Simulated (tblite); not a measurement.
Compound: C₅H₂ClFN₂.
Numbering: `[N:1]#[C:2]/[C:3]([F:4])=[C:5](\[C:6]#[N:7])[CH2:8][Cl:9]` (hydrogens: H10, H11 on C8)

Structure used (GFN2-xTB), in Å, numbered top down from 1:
```
atom  x, y, z in Å
N1     3.296   -0.509   -0.466
C2     2.167   -0.657   -0.352
C3     0.769   -0.847   -0.208
F4     0.354   -2.120   -0.230
C5    -0.109    0.166   -0.070
C6     0.370    1.498   -0.066
N7     0.720    2.588   -0.073
C8    -1.574   -0.039    0.130
Cl9   -1.969    0.364    1.843
H10   -1.859   -1.076   -0.038
H11   -2.159    0.634   -0.497
```

Calculated harmonic vibrations of the isolated species, GFN2-xTB (tblite), most abundant isotopes, no scaling. Errors from tens to a few hundred cm⁻¹ against measured bands are possible. One conformer, not necessarily the lowest.

Harmonic wavenumbers (cm⁻¹): 32.0, 73.9, 95.4, 123.6, 191.7, 241.8, 262.0, 380.4, 416.0, 503.8, 541.6, 592.2, 613.9, 694.3, 711.1, 878.0, 1006.1, 1114.1, 1194.2, 1212.1, 1259.6, 1413.4, 1614.4, 2368.3, 2376.6, 2980.3, 2997.7.

A = 2023, B = 960.3, C = 715.5 MHz; mass 143.989 u (most abundant isotopes); point group C1, symmetry number 1.

Question: Zero-point energy?

Answer: ½Σν̃ = 12944 cm⁻¹ = 37.01 kcal/mol.

Question: What is S at 350 K and 1 bar for an ideal gas of classical rigid rotors and harmonic oscillators?

Answer: Translation 41.63, rotation 30.30, vibration 31.17: S = 103.1 cal/(mol K).

Question: And Cp and H(350 K) − H(0)?

Answer: Cp = 34.87 cal/(mol K), of which vibrations give 26.92 (their classical limit is 27 R = 53.7); H(350 K) − H(0) = 8.12 kcal/mol without the zero-point energy, 5.33 from vibrations.

Question: What must be added to the electronic energy to get the Gibbs energy at 350 K and 1 bar?

Answer: ZPE + [H(350 K) − H(0)] − T·S = 37.01 + 8.12 − 36.09 = 9.04 kcal/mol.

Question: Blend soft modes into free rotors: weight 1/[1 + (100 cm⁻¹/ν̃)⁴] for the oscillator and the rest for a rotor with moment μB/(μ + B), μ = h/(8π²ν), B = 10⁻⁴⁴ kg m². What vibrational entropy results?

Answer: 27.91 cal/(mol K) in place of 31.17, which changes −T·S at 350 K by +1.14 kcal/mol.

Question: Which modes carry the vibrational entropy at 350 K?

Answer: 32.0 cm⁻¹: 6.02; 73.9 cm⁻¹: 4.36; 95.4 cm⁻¹: 3.86; 123.6 cm⁻¹: 3.35; 191.7 cm⁻¹: 2.51; 241.8 cm⁻¹: 2.08 cal/(mol K); the other 21 give 8.98 together.

Question: How do the functions run with temperature in this model?

Answer: 
```tsv
T (K)	S (cal/(mol K))	Cp (cal/(mol K))	H − H(0) (kcal/mol)	G − H(0) (kcal/mol)	ln q(vib)
50	60.4	13.4	0.52	-2.50	0.74
100	71.2	18.1	1.31	-5.81	2.03
298.15	97.7	32.1	6.38	-22.76	6.86
373.15	105.4	36.0	8.94	-30.38	8.52
500	116.7	41.1	13.85	-44.48	11.15
750	134.7	47.8	25.04	-76.00	15.75
1000	149.1	51.9	37.54	-111.54	19.73
```

q(vib) and H(0) count from the zero-point level.

Hindered rotation and anharmonicity are outside this model. Other conformers, if any are populated, would add a mixing term that is left out. The structure is chiral; the term R ln 2 for an equal mix with its mirror image is left out.
